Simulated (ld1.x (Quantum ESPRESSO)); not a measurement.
Lu (Z = 71): excitation energies, all-electron against TM semilocal

lutetium, norm-conserving Troullier–Martins (semilocal form), made with ld1.x (Quantum ESPRESSO) 7.5 (PBEsol, scalar-relativistic). Core [Kr] 4d10, reference 4f13 5s2 5p6 5d2 6s2 6p0. Waves: 5s (bound): rc 1.85 bohr; 5p (bound): rc 1.20 bohr; 5d (bound): rc 2.50 bohr; 4f (bound): rc 1.20 bohr. Local part: the f channel. Core correction: none.

Occupied shells without a wave of their own: 6s. They enter only through the test configuration that unscreens the potential.

Energies are relative to the spin-unpolarised reference configuration 4f13 5s2 5p6 5d2 6s2 6p0; without spin polarisation the order of configurations can differ from experiment. Not all tests gave a result: 1 of 7 tests not solved or not reliable. Left out of the table: 4f14 5s2 5p6 5d1 6s1 6p1 (solver errors, printed error -5.2 eV).

| valence configuration | charge | ΔE all-electron (eV) | error AE − PS (meV) |
| --- | --- | --- | --- |
| 4f14 5s2 5p6 5d1 6s2 6p0 | 0 | -10.928 | -5.6 |
| 4f14 5s2 5p6 5d1 6s1 6p0 | +1 | -3.540 | -1313 |
| 4f14 5s2 5p6 5d1 6s0 6p0 | +2 | 9.681 | -3375 |
| 4f14 5s2 5p6 5d1.5 6s1.5 6p0 | 0 | -9.447 | -407 |
| 4f14 5s2 5p6 5d1 6s0 6p1 | +1 | 0.726 | -2755 |

Task: What are ΔE and the potential's error for 4f14 5s2 5p6 5d2 6s0 6p0?

Result: ΔE = -1.035 eV all-electron; the error (AE − PS) is -2181 meV.

Levels in the configuration 4f14 5s2 5p6 5d1 6s1 6p0:

| level | all-electron (eV) | pseudo (eV) |
| --- | --- | --- |
| 4f | -16.383 | -17.526 |
| 5s | -67.826 | -68.544 |
| 5p | -38.419 | -39.476 |
| 5d | -7.902 | -8.607 |
| 6s | -10.227 | -11.860 |

These tests converged, but a pseudo level misses the all-electron one widely, so the file describes the atom poorly there or has found another state: 4f14 5s2 5p6 5d1 6s2 6p0: 6s by 1.0 eV; 4f14 5s2 5p6 5d1 6s0 6p0: 4f by 2.3 eV; 4f14 5s2 5p6 5d1.5 6s1.5 6p0: 6s by 1.0 eV; 4f14 5s2 5p6 5d1 6s0 6p1: 4f by 2.1 eV. ld1.x printed “convergence not achieved” for 6 of the counted tests; their residual had stalled under 1e-8, short of the target of 1e-14. The 6s level has no wave, so the channel is fitted at the deeper level alone: the likely source of the large errors.

The potential misses its own reference levels by up to 1.4 eV, so it is not fit for use.
